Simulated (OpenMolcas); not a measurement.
A run on Mo3+ among 3 point charges of -1.6 e arranged as a planar triangle (D3h), 2.16 Å from the ion.

| Item | Value |
| --- | --- |
| Program | OpenMolcas |
| Method | CASSCF |
| Basis | ANO-RCC-VDZP [6s5p3d1f] |
| Scalar Hamiltonian | DKH2, point nucleus |
| Active space | 3 electrons in 5 orbitals (4d) |
| State averaging | 2S+1 = 4 even, 10 roots; 2S+1 = 2 even, 40 roots |
| Spin-orbit coupling | state interaction with AMFI integrals over the reference wave functions |

43 basis functions. Blocks (2S+1, parity, CSFs, roots kept): 4, even, 10, 10; 2, even, 40, 40.

Task: How long do the RASSCF and RASSI steps take on 1 thread of Arm Neoverse V1, with other jobs on the host?

Result: About 11 s of wall time, without the integral step.
